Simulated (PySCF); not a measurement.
This PySCF input asks for the NMR shieldings of `c1(C2CCC2)cnsc1`, C7H9NS; the geometry comes from GFN2-xTB.

```python
import basis_set_exchange as bse
import numpy as np
from pyscf import gto, dft
from pyscf.prop import nmr

atoms = """
C     1.704241   -0.859378   -0.488253
N     2.993808   -0.870142   -0.681006
S     3.634573    0.609581   -0.431988
C     2.124698    1.319879   -0.043582
C     1.131162    0.381714   -0.115115
C    -0.312192    0.613365    0.153778
C    -0.986880   -0.351283    1.154871
C    -2.088858   -0.644825    0.126519
C    -1.299420    0.135376   -0.934639
H     1.161686   -1.779545   -0.622391
H     2.053226    2.358111    0.209521
H    -0.467997    1.660078    0.421057
H    -0.370195   -1.216543    1.388688
H    -1.315053    0.106898    2.085327
H    -3.043037   -0.185883    0.376432
H    -2.255724   -1.697179   -0.093459
H    -0.829252   -0.501885   -1.680492
H    -1.843547    0.927976   -1.443587
"""
names = dict.fromkeys(["C", "N", "S", "H"], "pcSseg-1")
basis = {el: gto.basis.parse(bse.get_basis(n, elements=[el], fmt="nwchem")) for el, n in names.items()}
mol = gto.M(atom=atoms, basis=basis, charge=0, verbose=0)
mf = dft.RKS(mol, xc="PBE0")
mf.grids.level = 2
mf.grids.alignment = dft.numint.BLKSIZE   # the property module wants whole blocks of grid points
mf.conv_tol = 1e-9
mf.kernel()

calc = nmr.RKS(mf)   # GIAO
C = mf.mo_coeff
Co = C[:, mf.mo_occ > 0]
resp = mf.gen_response(singlet=True, hermi=2)
def vind(x):   # induced exchange potential for any number of trial vectors
    d = np.einsum("pi,xij,qj->xpq", C, 2 * x.reshape(-1, C.shape[1], Co.shape[1]), Co, optimize=True)
    return np.einsum("xpq,pi,qj->xij", resp(d - d.transpose(0, 2, 1)), C, Co, optimize=True).ravel()
mo1, _ = nmr.rhf.solve_mo1(calc, with_cphf=vind)
sigma = calc.kernel(mo1)
for i, s in enumerate(sigma):   # ppm
    print("%2d %-2s %9.2f" % (i, mol.atom_pure_symbol(i), np.trace(s) / 3))
```

Task: What does it print?

Result: 
```
 0 C      27.54
 1 N     -85.87
 2 S     121.76
 3 C      35.48
 4 C      36.51
 5 C     153.56
 6 C     154.87
 7 C     170.13
 8 C     154.92
 9 H      22.93
10 H      23.75
11 H      28.04
12 H      29.47
13 H      29.07
14 H      29.51
15 H      29.56
16 H      29.46
17 H      29.08
```

These numbers come from an equivalent density-fitted implementation of the same equations, which agrees with the script to about 0.01 ppm for H and up to a few tenths of a ppm for heavy atoms, so last digits may differ.

Size and cost of the density-fitted run: 205 basis functions, 37 s wall time on 1 thread of an Arm Neoverse V1, shared host; peak memory 0.93 GiB.
